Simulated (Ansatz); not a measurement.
Geometry optimisation, RKS PBE-D4/def2-SVP in Ansatz.

Input:

```yaml
crystal:
  periodic: [false, false, false]
  atoms:
    - { symbol: Ga, position_ang: [0.001831, 0.517063, -0.251019] }
    - { symbol: Cl, position_ang: [-0.206773, -0.191062, 3.10401] }
    - { symbol: O, position_ang: [1.602368, -0.148505, -0.736309] }
    - { symbol: H, position_ang: [1.531743, -0.999954, -1.20542] }
    - { symbol: O, position_ang: [-1.637874, -0.087377, -0.649173] }
    - { symbol: H, position_ang: [-1.627846, -1.006674, -0.973833] }
    - { symbol: O, position_ang: [0.040926, 2.086282, 0.627368] }
    - { symbol: H, position_ang: [0.961651, 2.408563, 0.689774] }
    - { symbol: H, position_ang: [-0.222925, 1.028765, 2.538402] }
basis:
  gaussian: { orbitals: def2-SVP }
hamiltonian:
  xc: pbe
  dispersion: d4
relax:
  f_tol: 0.03
  max_steps: 50
output:
  orbitals: {}
```

Command:

```bash
$ ansatz run input.yaml --threads 4 --pin off --max-ram 5120MiB --backend cpu --events-out ev --progress --plain --runs-dir out
```

Where does it end, and by what steps?

It converged. After 20 steps the energy has fallen by 1.326 eV; H9 moved furthest, 1.27 Å. Parted: Cl2–H9 (1.34 → 2.93 Å). Joined: Ga1–Cl2 (3.44 → 2.18 Å), O7–H9 (2.20 → 0.98 Å).

```tsv
step	energy less start (eV)	largest force component (eV/Å)	accepted
0	0.0000	0.830	yes
1	-0.1229	0.436	yes
2	-0.1796	0.715	yes
3	-0.2380	0.722	yes
4	-0.3205	0.979	yes
5	-0.5335	1.681	yes
6	-0.6502	4.717	yes
7	-1.0478	1.106	yes
8	-1.0752	1.603	yes
9	-1.1566	1.004	yes
10	-1.1971	0.679	yes
11	-1.2500	0.274	yes
12	-1.2736	0.423	yes
13	-1.2752	0.917	yes
14	-1.3022	0.505	yes
15	-1.3162	0.240	yes
16	-1.3175	0.281	yes
17	-1.3208	0.315	yes
18	-1.3251	0.044	yes
19	-1.3258	0.063	yes
20	-1.3261	0.016	yes
```

```xyz
9
Properties=species:S:1:pos:R:3
Ga -0.136 -0.122 0.362
Cl -0.418 -0.824 2.411
O 1.589 0.136 -0.201
H 1.761 -0.209 -1.095
O -1.385 -0.409 -0.902
H -2.217 -0.730 -0.507
O 0.068 1.937 0.831
H 0.984 1.858 0.444
H 0.198 1.970 1.802
```

Whether the end is a true minimum wasn't checked by a vibrational analysis.

Time of the run: 22 s on 4 threads of Arm Neoverse V2 (shared host), peak memory 0.17 GiB.
